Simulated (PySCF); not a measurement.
## Ionisation energy of F²⁺ by level of theory

F²⁺ [He] 2s2 2p3 (4S) → F³⁺ [He] 2s2 2p2 (3P), as a difference of total energies. Calculation: PySCF 2.14, in x2c-QZVPPall with one added diffuse shell each of s, p, d, f type (8s5p4d3f1g, 73 functions); scalar relativity by spin-free X2C-1e. Correlated levels: valence: 1s2 frozen. The calculations carry no spin-orbit coupling.

Order these methods by the ionisation energy they give, lowest first.
A. SCS-MP2 (valence)
B. MP2 (valence)
C. UHF
D. CCSD (valence)

C (62.253 eV), A (62.616 eV), D (62.664 eV), B (62.889 eV).

A first-order spin-orbit estimate (lowest level to lowest level, LS coupling) adds -0.055 eV.

Errors of the correlated levels include the incompleteness of this basis and the frozen core.

For comparison: 62.708 eV (semi-empirical (NIST evaluation); NIST Atomic Spectra Database, ionization energies).
